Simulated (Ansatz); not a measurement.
`[SiH3][SiH](Cl)Br` + H–F → `F[SiH]([SiH3])Cl` + HBr at 600 K and 1 bar (ligand exchange at the Si–Br bond).

Calculated with Ansatz (gas phase, PBE0-D4/def2-TZVP geometries, no zero-point term in ΔE). CBS: MP2 limit from def2 TZ/QZ plus the TZ coupled-cluster correction, frozen cores. This one scheme is used for every species. For Br outer-core shells are correlated without core-valence functions, which leaves a few kJ/mol of doubt a bond. Scalar relativity is left out up to krypton.

| species | CCSD(T)/CBS energy (Eh) | H − E (kJ/mol) | S (J/(mol·K)) |
| --- | --- | --- | --- |
| `[SiH3][SiH](Cl)Br` | -3613.75019 | 154.9 | 452.3 |
| H–F | -100.39570 | 42.3 | 194.0 |
| `F[SiH]([SiH3])Cl` | -1140.23962 | 156.7 | 426.3 |
| HBr | -2573.91920 | 33.5 | 219.1 |

H − E and S are ideal-gas, rigid-rotor, harmonic terms from PBE0-D4/def2-TZVP, for one conformer and one mirror image of each species. 1 Eh = 2625.50 kJ/mol, R = 8.31446 J/(mol·K).

By hand: ΔE, ΔH, ΔS and ΔG.

ΔE = (-1140.23962) + (-2573.91920) − (-3613.75019) − (-100.39570) = -0.01293 Eh = -33.9 kJ/mol. Δ(H − E) = 156.7 + 33.5 − 154.9 − 42.3 = -7.0, so ΔH = -40.9 kJ/mol. ΔS = 426.3 + 219.1 − 452.3 − 194.0 = -0.9 J/(mol·K). ΔG = -40.9 − 600 × (-0.9)/1000 = -40.4 kJ/mol.

By hand: the equilibrium constant, and the temperature at which ΔG would vanish if ΔH and ΔS stayed fixed.

log₁₀ K = −ΔG/(RT ln 10) = 3.5. ΔG = 0 at ΔH/ΔS = 45444 K, far beyond where these terms or the molecules hold.

The number of gas molecules stays the same, so ΔS is small and ΔH decides. A doubt of 5 kJ/mol in ΔE shifts log₁₀ K by 0.4 here. Other conformers and mirror images would add mixing entropy, several J/(mol·K) or more a flexible species. These are equilibria of isolated gas molecules and say nothing of rates. Largest T1 diagnostic: 0.012 (customary marks: 0.02 for closed shells, 0.045 for open ones).
